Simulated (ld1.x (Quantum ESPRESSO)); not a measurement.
## What one change does to a pseudopotential (gallium, TM)

ld1.x (Quantum ESPRESSO) 7.5 input, shortened:

```
&input
   title='Ga', zed=31., rel=1, dft='PBE', iswitch=3,
   config='[Ar] 3d10 4s2 4p1'
 /
 &inputp
   pseudotype=2, tm=.true., lloc=-1, rcloc=2.20,
   nlcc=.true.
 /
2
4S  1  0   2.00   0.00  1.80  1.80  0.0
4P  2  1   1.00   0.00  2.25  2.25  0.0
 &test
   configts(1)='4s2 4p1'
 /
```

Change: reference 4s1 4p2.

Cutoffs: the cutoffs (Ry, on a coarse ladder) from which the occupation-weighted sum of valence levels, in a spherical-Bessel basis at the reference potential, stays within 10 and 1 mRy of its value at 400 Ry; they do not see the model core or the augmentation charge, which bear on the density cutoff. Errors are all-electron minus pseudo energies relative to the spin-unpolarised reference configuration.

Problem. What does the change do?

Solution. The potential gets softer (15 Ry and 35 Ry → 12 Ry and 35 Ry); neither file shows a bound ghost.

| quantity | base | changed |
| --- | --- | --- |
| cutoff, loose | 15 Ry | 12 Ry |
| cutoff, tight | 35 Ry | 35 Ry |
| bound ghosts | none | none |
| largest error over its own tests, meV | -174 | -83 |
| s: phases at 2.45 bohr within 0.05 rad from the reference energy up to (Ry; the scan ends near 5) | 2.6 | 2.6 |
| p: phases at 2.45 bohr within 0.05 rad from the reference energy up to (Ry; the scan ends near 5) | 3.3 | 3.2 |
